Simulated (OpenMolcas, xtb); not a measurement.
## How methods differ on GeSiH5 (SMILES [SiH2][GeH3])

GeSiH5 has 7 atoms, charge 0, and is taken as a doublet. As SMILES, `[SiH2][GeH3]`. Geometry: relaxed at PBE0-D4/def2-TZVP.

Quantity: the vertical energy of the quartet above the doublet, in eV. The values are calculated.

```csv
level,kind,program,value (eV),CPU time (all runs)
GFN0-xTB,semi-empirical,xtb,4.81,under 2 s
UHF/aug-cc-pVDZ,Hartree–Fock,OpenMolcas,6.84,46 s
USVWN5/aug-cc-pVDZ,LDA,OpenMolcas,6.22,99 s
UBLYP/aug-cc-pVDZ,GGA,OpenMolcas,6.26,2.4 min
U-r2SCAN/aug-cc-pVDZ,meta-GGA,OpenMolcas,6.48,3.5 min
UTPSS/aug-cc-pVDZ,meta-GGA,OpenMolcas,6.46,3.9 min
UBHLYP/aug-cc-pVDZ,global hybrid,OpenMolcas,6.84,3.3 min
```

All-electron rows without a relativistic Hamiltonian named are non-relativistic. The values span 4.81 to 6.84 eV. The xTB rows lack spin polarisation, so open shells miss the exchange term that lowers them. CPU times are rough (shared hosts, several kinds of processor): they show what a rung costs within a factor of a few.
